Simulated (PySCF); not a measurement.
C₆H₁₃OP.
Atom-mapped SMILES: `[CH3:1][C@@H:2]1[CH2:3][CH2:4][C@@H:5]([CH3:6])[PH:7]1=[O:8]` (hydrogens: H9, H10, H11 on C1; H12 on C2; H13, H14 on C3; H15, H16 on C4; H17 on C5; H18, H19, H20 on C6; H21 on P7)

The same species was optimised twice, with GFN2-xTB and with PBE0-D3(BJ)/def2-SVP (PySCF), and the same property calculations (PySCF, gas phase) were run on both structures.

```tsv
coordinate	GFN2-xTB	PBE0-D3(BJ)/def2-SVP	change
P7=O8 (Å)	1.464	1.497	+0.033
C5–P7 (Å)	1.848	1.842	-0.006
C2–C3 (Å)	1.532	1.536	+0.004
C4–C5 (Å)	1.528	1.530	+0.002
C5–C6 (Å)	1.520	1.518	-0.002
C3–C4 (Å)	1.527	1.528	+0.001
C1–C2 (Å)	1.519	1.520	+0.001
C2–P7 (Å)	1.854	1.854	0.000
C3–C2–P7 (°)	102.0	104.1	+2.1
C5–P7–O8 (°)	116.1	117.7	+1.6
C4–C5–C6 (°)	114.5	116.1	+1.6
C6–C5–P7 (°)	113.4	114.9	+1.5
C1–C2–C3 (°)	114.1	115.3	+1.2
C2–C3–C4 (°)	107.2	108.2	+1.0
C3–C4–C5 (°)	106.9	107.6	+0.7
C1–C2–P7 (°)	111.6	112.0	+0.4
```

Rotational constants: A = 2468, B = 1570, C = 1079 MHz (GFN2-xTB) against A = 2408, B = 1572, C = 1053 MHz (PBE0-D3(BJ)/def2-SVP). Point groups within 0.08 Å: C1 and C1.

On the GFN2-xTB structure: HOMO (eV) -7.32 [PBE0/pcSseg-1]; LUMO (eV) 0.93 [PBE0/pcSseg-1]; dipole (D) 4.04 [PBE0/pcSseg-1]; GIAO shielding of C1 (ppm) 172.9 [PBE0/pcSseg-1]; GIAO shielding of C2 (ppm) 148.7 [PBE0/pcSseg-1]; GIAO shielding of C3 (ppm) 149.0 [PBE0/pcSseg-1]; GIAO shielding of C4 (ppm) 151.2 [PBE0/pcSseg-1]; GIAO shielding of C5 (ppm) 144.4 [PBE0/pcSseg-1]; GIAO shielding of C6 (ppm) 170.0 [PBE0/pcSseg-1]; GIAO shielding of P7 (ppm) 290.7 [PBE0/pcSseg-1]; GIAO shielding of O8 (ppm) 251.9 [PBE0/pcSseg-1].

Q: What do these properties become on the PBE0-D3(BJ)/def2-SVP structure?

A: 
```csv
property,level,on GFN2-xTB,on PBE0-D3(BJ)/def2-SVP,change
HOMO (eV),PBE0/pcSseg-1,-7.32,-7.29,+0.03
LUMO (eV),PBE0/pcSseg-1,0.93,0.85,-0.08
dipole (D),PBE0/pcSseg-1,4.04,4.20,+0.16
"energy, GFN2-xTB geometry as zero (kcal/mol)",PBE0/pcSseg-1,0.0,-2.1,-2.1
GIAO shielding of C1 (ppm),PBE0/pcSseg-1,172.9,170.3,-2.6
GIAO shielding of C2 (ppm),PBE0/pcSseg-1,148.7,148.9,+0.2
GIAO shielding of C3 (ppm),PBE0/pcSseg-1,149.0,148.6,-0.4
GIAO shielding of C4 (ppm),PBE0/pcSseg-1,151.2,152.0,+0.8
GIAO shielding of C5 (ppm),PBE0/pcSseg-1,144.4,144.1,-0.3
GIAO shielding of C6 (ppm),PBE0/pcSseg-1,170.0,169.3,-0.7
GIAO shielding of P7 (ppm),PBE0/pcSseg-1,290.7,282.8,-7.9
GIAO shielding of O8 (ppm),PBE0/pcSseg-1,251.9,241.8,-10.1
```

The heavy atoms differ by 0.103 Å rms after alignment. Among bonds between heavy atoms P7=O8 changes most (+0.033 Å). Changes are differences of the printed values. Neither structure is proved a minimum here.
